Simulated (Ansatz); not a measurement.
Geometry optimisation, RKS B3LYP/def2-SVP in Ansatz.

input.yaml

```yaml
crystal:
  periodic: [false, false, false]
  atoms:
    - { symbol: B, position_ang: [0.369164, 0.608431, -0.543261] }
    - { symbol: H, position_ang: [-0.178036, -0.165625, 1.66791] }
    - { symbol: "N", position_ang: [1.495893, -0.233893, -0.476896] }
    - { symbol: H, position_ang: [1.483212, -1.171484, -0.85611] }
    - { symbol: H, position_ang: [2.373642, 0.009955, -0.033654] }
    - { symbol: H, position_ang: [-0.630749, 0.217985, -1.098585] }
    - { symbol: "N", position_ang: [0.353403, 1.976546, 0.027895] }
    - { symbol: H, position_ang: [1.175323, 2.314651, 0.517606] }
    - { symbol: C, position_ang: [-0.676865, 2.970785, -0.172319] }
    - { symbol: H, position_ang: [-1.463122, 2.560852, -0.827317] }
    - { symbol: H, position_ang: [-1.168016, 3.284978, 0.771992] }
    - { symbol: H, position_ang: [-0.293172, 3.888691, -0.661646] }
    - { symbol: H, position_ang: [-0.275277, 0.544928, 1.675784] }
basis:
  gaussian: { orbitals: def2-SVP }
hamiltonian:
  xc: b3lyp
relax:
  f_tol: 0.03
  max_steps: 50
```

Run as:

```bash
$ ansatz run input.yaml --threads 2 --pin off --max-ram 3072MiB --backend cpu --events-out ev --progress --plain --runs-dir out
```

Where does it end, and by what steps?

The forces met the threshold. The force dipped under the threshold on the way, but the program's further checks kept it going. After 17 steps the energy has fallen by 0.397 eV; H2 moved furthest, 1.61 Å.

| step | energy less start (eV) | largest force component (eV/Å) | accepted |
| --- | --- | --- | --- |
| 0 | 0.0000 | 2.014 | yes |
| 1 | -0.2183 | 0.841 | yes |
| 2 | -0.3011 | 0.373 | yes |
| 3 | -0.3407 | 0.163 | yes |
| 4 | -0.3602 | 0.064 | yes |
| 5 | -0.3710 | 0.115 | yes |
| 6 | -0.3731 | 0.352 | yes |
| 7 | -0.3853 | 0.097 | yes |
| 8 | -0.3855 | 0.112 | yes |
| 9 | -0.3856 | 0.462 | yes |
| 10 | -0.3910 | 0.072 | yes |
| 11 | -0.3930 | 0.012 | yes |
| 12 | -0.3949 | 0.132 | yes |
| 13 | -0.3955 | 0.072 | yes |
| 14 | -0.3968 | 0.021 | yes |
| 15 | -0.3971 | 0.027 | yes |
| 16 | -0.3973 | 0.044 | yes |
| 17 | -0.3973 | 0.026 | yes |

```xyz
13
Properties=species:S:1:pos:R:3
B 0.528 0.687 -0.943
H -0.700 0.559 3.003
N 1.628 -0.201 -0.880
H 1.708 -0.995 -1.499
H 2.389 -0.131 -0.214
H -0.323 0.491 -1.782
N 0.373 1.792 -0.069
H 1.090 1.990 0.622
C -0.684 2.780 -0.115
H -1.412 2.500 -0.891
H -1.233 2.856 0.842
H -0.311 3.792 -0.362
H -0.488 0.686 2.281
```

Whether the end is a true minimum wasn't checked by a vibrational analysis.

Time of the run: 69 s on 2 threads of Arm Neoverse N1 (shared host), peak memory 0.2 GiB.
